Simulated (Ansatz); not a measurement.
CH4FNOSi can be A, `N[Si]1(F)CO1`, or B, `O[SiH2]/N=C/F`.

Computed with Ansatz on PBE0-D4/def2-TZVP structures; ΔE is electronic, products minus reactants. CBS: MP2 limit from def2 TZ/QZ plus the TZ coupled-cluster correction, frozen cores. Functionals use def2-TZVPP. B3LYP here is the variant with VWN-RPA as its local correlation; programs differ in this. One conformer a species, not always the lowest.

A:

```xyz
9

N    -0.199   -1.427   -0.848
Si   -0.364    0.141   -0.280
F    -1.801    0.622   -0.748
C     0.453    0.975    1.075
O     0.896    1.162   -0.374
H     0.670   -1.929   -0.823
H    -0.976   -1.970   -1.179
H     0.082    1.904    1.502
H     1.240    0.522    1.674
```

B:

Z-matrix (Å, degrees):
```
Si
N 1 1.733
O 1 1.636 2 109.5
H 1 1.483 2 105.8 3 121.3
H 1 1.485 2 112.7 3 -117.0
C 2 1.234 1 126.7 3 122.5
H 3 0.959 1 117.7 2 53.4
F 6 1.336 2 121.4 1 -179.4
H 6 1.095 2 129.6 1 0.6
```

Which isomer does CCSD(T)/CBS put lower? Give the gap. (Best estimate.)

Computed: A, by 27.8 kcal/mol.

Give E(B) − E(A) in kcal/mol with ωB97M-V, B2PLYP, CCSD(T)/def2-SVP, B3LYP-D4, r2SCAN-D4, CCSD/def2-TZVPP, BLYP-D4. (Estimate.)

Ansatz gave: ωB97M-V 26.5, B2PLYP 24.8, CCSD(T)/def2-SVP 15.0, B3LYP-D4 23.6, r2SCAN-D4 27.0, CCSD/def2-TZVPP 26.0, BLYP-D4 21.8. None reverses the order clearly.

Does the order hold for the free energy at 298.15 K (harmonic terms from PBE0-D4)? (Best estimate.)

Computed: Yes: G(B) − G(A) = +23.9 kcal/mol, for one conformer each.

Largest T1 diagnostic: 0.013.

In def2-TZVPP, CCSD(T) changes the Hartree–Fock value by +6.1 kcal/mol (the triples alone add −0.3 kcal/mol) and MP2 by +8.5 kcal/mol. Leaving LDA and LC-ωPBE aside and taking each functional with its dispersion term where it has one, the values, not all of them listed here, spread over 6.1 kcal/mol, from BLYP-D4 to r2SCAN0-D4. LDA lies +3.0 kcal/mol from PBE without D4.
